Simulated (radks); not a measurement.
Results of a calculation; reference values are marked as such.
Te+, configuration [Kr] 4d10 5s2 5p2.5 5d0.5 (fractional occupations, a model configuration).

Level of theory: scalar-relativistic Kohn-Sham, RPBE, spin-polarised, spherical densities, point nucleus; open shells are filled with parallel spins first (spin-orbit coupling, left out, can overturn this in heavy ions) (a radial shooting solver on a logarithmic mesh with Libxc functionals).

Energy parts (hartree):
| part | energy |
|---|---|
| total | -6794.33960 |
| kinetic | 7119.04837 |
| electron-nucleus | -16416.24893 |
| Hartree | 2678.45844 |
| exchange-correlation | -175.59749 |

Orbitals (lengths in bohr, moments of r in powers of bohr; <r^-3> diverges for s and p1/2):
[
 {"orbital": "1s up", "occ.": "1", "eigenvalue (hartree)": "-1162.810", "<r^-3>": "-", "<r>": "0.02781"},
 {"orbital": "1s down", "occ.": "1", "eigenvalue (hartree)": "-1162.807", "<r^-3>": "-", "<r>": "0.02781"},
 {"orbital": "2s up", "occ.": "1", "eigenvalue (hartree)": "-178.6472", "<r^-3>": "-", "<r>": "0.1198"},
 {"orbital": "2s down", "occ.": "1", "eigenvalue (hartree)": "-178.6459", "<r^-3>": "-", "<r>": "0.1198"},
 {"orbital": "2p up", "occ.": "3", "eigenvalue (hartree)": "-160.3881", "<r^-3>": "5394", "<r>": "0.1048"},
 {"orbital": "2p down", "occ.": "3", "eigenvalue (hartree)": "-160.3857", "<r^-3>": "5394", "<r>": "0.1048"},
 {"orbital": "3s up", "occ.": "1", "eigenvalue (hartree)": "-35.86562", "<r^-3>": "-", "<r>": "0.3220"},
 {"orbital": "3s down", "occ.": "1", "eigenvalue (hartree)": "-35.86324", "<r^-3>": "-", "<r>": "0.3220"},
 {"orbital": "3p up", "occ.": "3", "eigenvalue (hartree)": "-29.93184", "<r^-3>": "1021", "<r>": "0.3202"},
 {"orbital": "3p down", "occ.": "3", "eigenvalue (hartree)": "-29.92908", "<r^-3>": "1021", "<r>": "0.3202"},
 {"orbital": "3d up", "occ.": "5", "eigenvalue (hartree)": "-20.96926", "<r^-3>": "140.6", "<r>": "0.2968"},
 {"orbital": "3d down", "occ.": "5", "eigenvalue (hartree)": "-20.96657", "<r^-3>": "140.6", "<r>": "0.2967"},
 {"orbital": "4s up", "occ.": "1", "eigenvalue (hartree)": "-6.43237", "<r^-3>": "-", "<r>": "0.7646"},
 {"orbital": "4s down", "occ.": "1", "eigenvalue (hartree)": "-6.42660", "<r^-3>": "-", "<r>": "0.7646"},
 {"orbital": "4p up", "occ.": "3", "eigenvalue (hartree)": "-4.59473", "<r^-3>": "193.7", "<r>": "0.8211"},
 {"orbital": "4p down", "occ.": "3", "eigenvalue (hartree)": "-4.58890", "<r^-3>": "193.7", "<r>": "0.8206"},
 {"orbital": "4d up", "occ.": "5", "eigenvalue (hartree)": "-1.92056", "<r^-3>": "19.51", "<r>": "0.9720"},
 {"orbital": "4d down", "occ.": "5", "eigenvalue (hartree)": "-1.90975", "<r^-3>": "19.66", "<r>": "0.9657"},
 {"orbital": "5s up", "occ.": "1", "eigenvalue (hartree)": "-0.93426", "<r^-3>": "-", "<r>": "2.024"},
 {"orbital": "5s down", "occ.": "1", "eigenvalue (hartree)": "-0.85373", "<r^-3>": "-", "<r>": "2.009"},
 {"orbital": "5p up", "occ.": "2.5", "eigenvalue (hartree)": "-0.57171", "<r^-3>": "19.11", "<r>": "2.429"},
 {"orbital": "5p down", "occ.": "0", "eigenvalue (hartree)": "-0.48643", "<r^-3>": "19.15", "<r>": "2.470"},
 {"orbital": "6s up", "occ.": "0", "eigenvalue (hartree)": "-0.21020", "<r^-3>": "-", "<r>": "5.307"},
 {"orbital": "5d up", "occ.": "0.5", "eigenvalue (hartree)": "-0.17766", "<r^-3>": "0.8354", "<r>": "4.211"}
]

The highest occupied level is 5d up at -4.834 eV. The configuration is held as typed, so some empty levels lie below it. Spin moment in Bohr magnetons: 3. The density falls to 0.001 e/bohr^3 at r = 4.38 bohr. Summed over all electrons, <r^2> = 55.38 bohr^2, which gives a Langevin (diamagnetic) susceptibility term of -43.9 x 10^-6 cm^3/mol.

Run on one thread of a shared host, so times are rough (Intel(R) Xeon(R) Platinum 8375C CPU @ 2.90GHz): 0.26 s of CPU time, 0.27 s wall, 14 iterations on 2648 mesh points.
